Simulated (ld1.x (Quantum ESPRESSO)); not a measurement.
Plane-wave convergence, PAW potential for Co

* Element: Co (Z = 27)
* Generator: ld1.x (Quantum ESPRESSO) 7.5
* Type: PAW
* Functional: PBE
* Relativity: scalar-relativistic
* Frozen core: [Ar]
* Valence charge: 9
* Reference configuration: 3d7 4s2 4p0
* Partial waves: 4s (bound): rcut 2.05, rcutus 2.40 bohr; 4s channel at 4.65 Ry: rcut 2.05, rcutus 2.40 bohr; 4p (bound, empty): rcut 1.85, rcutus 2.10 bohr; 4p channel at 0.55 Ry: rcut 1.85, rcutus 2.10 bohr; 3d (bound): rcut 1.35, rcutus 1.85 bohr; 3d channel at 1 Ry: rcut 1.35, rcutus 1.85 bohr
* Local potential: all-electron potential smoothed inside 1.70 bohr (lloc = -1)
* Core correction: Bessel-smoothed model core inside 1.05 bohr
* Augmentation charge: BESSEL, radius 1.30 bohr

The pseudo-atom Hamiltonian at the reference potential is diagonalised in spherical Bessel functions j_l(qr) that vanish at 20 bohr, with q² up to the cutoff. All-electron valence levels (Ry): 4s -0.4020, 4p -0.0938, 3d -0.6030.

Problem. How do the lowest levels (Ry) of each channel move with the cutoff, and are there ghosts?

Solution.

```json
{"cutoff (Ry)": "8", "s #1": "-0.4020", "s #2": "0.0037", "p #1": "-0.0934", "d #1": "-0.1846", "f #1": "0.1121", "Σ f·Δε (mRy)": "2928.7"}
{"cutoff (Ry)": "15", "s #1": "-0.4020", "s #2": "0.0037", "p #1": "-0.0938", "d #1": "-0.5205", "f #1": "0.1121", "Σ f·Δε (mRy)": "577.7"}
{"cutoff (Ry)": "21", "s #1": "-0.4020", "s #2": "0.0037", "p #1": "-0.0938", "d #1": "-0.5894", "f #1": "0.1121", "Σ f·Δε (mRy)": "95.5"}
{"cutoff (Ry)": "35", "s #1": "-0.4020", "s #2": "0.0037", "p #1": "-0.0938", "d #1": "-0.6026", "f #1": "0.1121", "Σ f·Δε (mRy)": "2.8"}
{"cutoff (Ry)": "45", "s #1": "-0.4020", "s #2": "0.0037", "p #1": "-0.0938", "d #1": "-0.6027", "f #1": "0.1121", "Σ f·Δε (mRy)": "1.8"}
{"cutoff (Ry)": "60", "s #1": "-0.4020", "s #2": "0.0037", "p #1": "-0.0938", "d #1": "-0.6029", "f #1": "0.1121", "Σ f·Δε (mRy)": "0.3"}
{"cutoff (Ry)": "400", "s #1": "-0.4020", "s #2": "0.0037", "p #1": "-0.0938", "d #1": "-0.6030", "f #1": "0.1121", "Σ f·Δε (mRy)": "0.0"}
```

Result: no extra level below or beside the all-electron valence levels (s, p, d, f tested); 10 mRy is reached at 30 Ry and 1 mRy at 50 Ry.

Test run stopped at test 4 of 7 (negative rho), 1 before it not solved.
